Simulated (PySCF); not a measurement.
# How a change of structure moves an absorption spectrum

The calculation used TDDFT CAM-B3LYP/def2-SVPD, vertical, gas phase, core orbitals frozen in the response in PySCF 2.14.0, density-fitted response routines. Geometries: GFN2-xTB; one conformer of each isolated species. Triplets are in the Tamm–Dancoff approximation. 'Strongest' means the level of largest summed f among the lowest 8 singlets; it needn't be the same kind of state in each.

Parent: `C=N[SiH2]C(C)C`, with lowest singlet excitation energy 3.99 eV, lowest triplet energy 3.38 eV, energy of the strongest computed level 6.89 eV, LUMO energy 0.37 eV. Its spectrum: 311 nm (f 0.000); 192 nm (f 0.012); 180 nm (f 0.171); 172 nm (f 0.048); 166 nm (f 0.040).

Shifts from the parent:

```json
{"change": "H on C replaced by SH", "SMILES": "C=N[SiH2][C@@H](C)CS", "Δ S1 (eV)": "+0.02", "Δ T1 (eV)": "+0.03", "Δ strongest (eV)": "-0.05", "Δ LUMO (eV)": "-0.20"}
{"change": "H on C replaced by F", "SMILES": "C=N[SiH2][C@@H](C)CF", "Δ S1 (eV)": "+0.02", "Δ T1 (eV)": "+0.02", "Δ strongest (eV)": "+0.23", "Δ LUMO (eV)": "-0.10"}
{"change": "H on C replaced by OH", "SMILES": "C=N[SiH2][C@H](C)CO", "Δ S1 (eV)": "+0.17", "Δ T1 (eV)": "+0.19", "Δ strongest (eV)": "-0.11", "Δ LUMO (eV)": "-0.37"}
```

Question: Predict the same shifts for this change: H on C replaced by CH3 (`C=N[SiH2][C@H](C)CC`).

Answer: Δ lowest singlet excitation energy -0.03 eV, Δ lowest triplet energy -0.02 eV, Δ energy of the strongest computed level 0.00 eV, Δ LUMO energy -0.04 eV. Spectrum: 3.96 eV (f 0.001); 6.48 eV (f 0.009); 6.89 eV (f 0.202); 7.20 eV (f 0.018); 7.43 eV (f 0.046). S1 falls most with H on C replaced by CH3 (-0.03 eV), and it rises most with H on C replaced by OH (+0.17 eV). S1 is simply the lowest singlet of each species and needn't be the same kind of state throughout. Over these 4 changes the shifts of S1 and of the HOMO–LUMO gap correlate with r = 0.37.

Lowest levels of each derivative:
- `C=N[SiH2][C@@H](C)CS`: 4.01 eV (f 0.001); 5.51 eV (f 0.004); 6.07 eV (f 0.031)
- `C=N[SiH2][C@@H](C)CF`: 4.01 eV (f 0.000); 6.51 eV (f 0.012); 7.12 eV (f 0.195)
- `C=N[SiH2][C@H](C)CC`: 3.96 eV (f 0.001); 6.48 eV (f 0.009); 6.89 eV (f 0.202)
- `C=N[SiH2][C@H](C)CO`: 4.16 eV (f 0.001); 6.32 eV (f 0.005); 6.68 eV (f 0.002)
